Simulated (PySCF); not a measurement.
AuS₂⁺ at several levels of theory

All levels use the PBE0 minimum (quintet; Au–S 2.314 Å (×2); S–Au–S 180.0°), basis [Au def2-SVP with ECP60, S def2-SVP], scalar-relativistic core potentials, density fitting, no spin–orbit coupling, PySCF. For vertical energies the ionised species is a sextet (spins chosen at PBE0 and kept) and the electron-attached one a quartet. Open shells are unrestricted, also as the reference of the correlated levels. A dash marks a value that was not computed or is not defined at that level.

```
  level  vertical IP (eV)  vertical EA (eV)  −ε(HOMO) (eV)
   PBE0                 ?                 ?              ?
     HF             15.08              6.72          16.36
    MP2             16.31              8.25              –
    PBE             16.21              9.25          12.94
CCSD(T)                 ?                 ?              –
 r2SCAN             16.27              9.23          13.18
  B3LYP             16.27              9.07          13.81
  TPSSh             16.19              9.10          13.41
   MN15             16.45              8.96          14.83
 B2PLYP             16.17              8.73              –
```

Problem. Fill in the row of CCSD(T).

Solution. vertical IP (eV) 15.96, vertical EA (eV) 8.17.

Problem. Fill in the row of PBE0.

Solution. vertical IP (eV) 16.21, vertical EA (eV) 8.96, −ε(HOMO) (eV) 14.00.

For AuS₂⁺ itself CCSD(T) correlates 30 electrons; T1 = 0.024, D1 = 0.089, (T) = -37 kJ/mol.

Other spin states or occupations of the open shell can lie lower. Spin–orbit coupling, left out here, can matter for elements this heavy.
